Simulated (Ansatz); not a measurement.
Cl$_{3}$OSi, SMILES `[O][Si](Cl)(Cl)Cl` radical. Charge 0, multiplicity 2.

(1) What are the harmonic wavenumbers in cm⁻¹ at PBE0-D4/def2-TZVP (Ansatz, finite differences of forces, unscaled)? (Best estimate.)

(2) Is this a minimum?

(3) Give the ideal-gas thermochemistry at 298.15 K and 1 bar (rigid rotor, harmonic oscillator; point group Cs, symmetry number 1).

(4) Rotational constants (cm⁻¹)?

Results:

(1) Ansatz gave: 107, 158, 219, 234, 241, 459, 624, 628, 897.

(2) Yes, all 9 modes are real.

(3) Zero-point energy 21.3 kJ/mol; H(298) − E = 40.4 kJ/mol; entropy 352.4 J/(mol·K), of which translation 171.4, rotation 119.9, vibration 55.3, electronic 5.8; G(298) − E = -64.6 kJ/mol.

(4) 0.06399, 0.06121, 0.04292.
